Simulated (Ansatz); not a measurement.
Calculated with Ansatz (gas phase, PBE0-D4/def2-TZVP geometries, no zero-point term in ΔE). CCSD(T)/CBS adds triple-zeta CCSD(T) − MP2 to the extrapolated MP2 energy (def2 sets, frozen cores). Functionals use def2-TZVPP. B3LYP here is the variant with VWN-RPA as its local correlation; programs differ in this. Each species was taken in one conformer, which may not be the lowest.

`C[SiH]1CCC1` + `OC1=COC1` → `O[SiH]1CCC1` + `CC1=COC1`  (formal exchange of groups at the Si–C bond)

`C[SiH]1CCC1`:

Cartesian coordinates in Å:
```
C -2.202 0.167 0.577
Si -0.630 0.016 -0.420
C 0.701 -1.242 0.030
C 1.724 -0.123 -0.305
C 0.847 1.143 -0.100
H -2.859 -0.689 0.398
H -1.986 0.212 1.647
H -2.751 1.072 0.301
H -0.969 -0.042 -1.873
H 0.695 -1.452 1.104
H 0.819 -2.182 -0.506
H 2.019 -0.198 -1.356
H 2.641 -0.147 0.291
H 0.874 1.467 0.945
H 1.076 1.998 -0.734
```

`OC1=COC1`:

Z-matrix (Å, degrees):
```
C
O 1 1.453
C 1 1.975 2 45.0
C 1 1.506 2 87.3 3 0.9
H 1 1.093 2 110.9 3 120.2
H 1 1.092 2 110.7 3 -116.1
H 3 1.080 1 169.0 2 -13.5
O 4 1.346 1 135.4 2 -173.1
H 8 0.962 4 109.7 1 -49.8
```

`O[SiH]1CCC1`:

Cartesian coordinates in Å:
```
O -0.836 0.231 2.301
Si -0.310 0.582 0.780
C -1.009 -0.343 -0.688
C 0.453 -0.362 -1.217
C 1.242 -0.225 0.116
H -1.071 0.964 2.870
H -0.322 2.065 0.598
H -1.763 0.085 -1.347
H -1.324 -1.350 -0.399
H 0.634 0.511 -1.850
H 0.709 -1.247 -1.804
H 1.396 -1.207 0.572
H 2.199 0.294 0.067
```

`CC1=COC1`:

Cartesian coordinates in Å:
```
C -0.055 1.473 0.411
C -0.134 0.064 -0.018
C -1.040 -0.782 -0.512
O -0.251 -1.912 -0.621
C 0.831 -1.091 -0.087
H 0.229 1.561 1.465
H 0.687 2.033 -0.169
H -1.019 1.969 0.284
H -2.083 -0.798 -0.804
H 1.187 -1.500 0.861
H 1.647 -1.017 -0.809
```

| level | ΔE (kJ/mol) | difference from CCSD(T)/CBS |
| --- | --- | --- |
| ωB97M-V | -152.5 | 5.3 |
| B2PLYP | -157.0 | 0.8 |
| PBE | -140.1 | 17.7 |
| B3LYP | -152.2 | 5.6 |
| HF/def2-TZVPP | -164.5 | -6.7 |
| MP2/def2-TZVPP | -162.8 | -5.0 |
| SCS-MP2/def2-TZVPP | -161.4 | -3.6 |
| CCSD(T)/def2-TZVPP | -154.6 | 3.2 |
| HF/def2-QZVPP | -165.5 | -7.7 |
| HF/CBS(def2) | -165.6 | -7.8 |
| CCSD(T)/CBS | -157.8 | 0 |

Largest T1 diagnostic among the species: 0.013.

From PBE to PBE0 (25 % exact exchange), in def2-TZVPP and without D4, ΔE moves by −5.6 kJ/mol.
